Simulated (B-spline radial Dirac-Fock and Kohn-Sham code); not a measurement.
## Scattering functions of Br²³⁺

System: bromine as Br²³⁺, configuration [Ne] 3s2.

The computed values come from a radial B-spline solver: configuration-average Dirac-Fock orbitals. f₀ is the Fourier transform of the spherical electron density, S the Waller-Hartree incoherent function, and s = sin θ/λ. The electron scattering factor follows from the Mott-Bethe formula f_e = 0.023934 Å⁻¹·(Z − f₀)/s².

| s (Å⁻¹) | f₀ | S | f_e (Å) |
| --- | --- | --- | --- |
| 0 | 12.000 | 0.000 | – |
| 0.05 | 11.986 | 0.024 | 220.328 |
| 0.1 | 11.944 | 0.093 | 55.182 |
| 0.15 | 11.875 | 0.207 | 24.599 |
| 0.2 | 11.779 | 0.359 | 13.894 |
| 0.25 | 11.659 | 0.545 | 8.938 |
| 0.3 | 11.517 | 0.759 | 6.245 |
| 0.35 | 11.353 | 0.992 | 4.620 |
| 0.4 | 11.172 | 1.240 | 3.564 |
| 0.45 | 10.974 | 1.495 | 2.840 |
| 0.5 | 10.764 | 1.752 | 2.320 |
| 0.6 | 10.313 | 2.253 | 1.641 |
| 0.7 | 9.839 | 2.720 | 1.229 |
| 0.8 | 9.360 | 3.144 | 0.959 |
| 0.9 | 8.888 | 3.530 | 0.772 |
| 1 | 8.432 | 3.888 | 0.636 |
| 1.1 | 7.999 | 4.230 | 0.534 |
| 1.2 | 7.590 | 4.564 | 0.456 |
| 1.4 | 6.843 | 5.220 | 0.344 |
| 1.6 | 6.175 | 5.859 | 0.269 |
| 1.8 | 5.565 | 6.464 | 0.217 |
| 2 | 5.000 | 7.023 | 0.180 |
| 2.5 | 3.764 | 8.202 | 0.120 |
| 3 | 2.815 | 9.076 | 0.086 |
| 3.5 | 2.161 | 9.688 | 0.064 |
| 4 | 1.744 | 10.113 | 0.050 |
| 5 | 1.325 | 10.665 | 0.032 |
| 6 | 1.128 | 11.035 | 0.023 |

f₀ starts at the number of electrons, 12, and has fallen to half at s ≈ 1.66 Å⁻¹. The sum of ⟨r²⟩ over the electrons is 0.7653 bohr². For an ion f_e diverges as s goes to zero, because of the net charge.
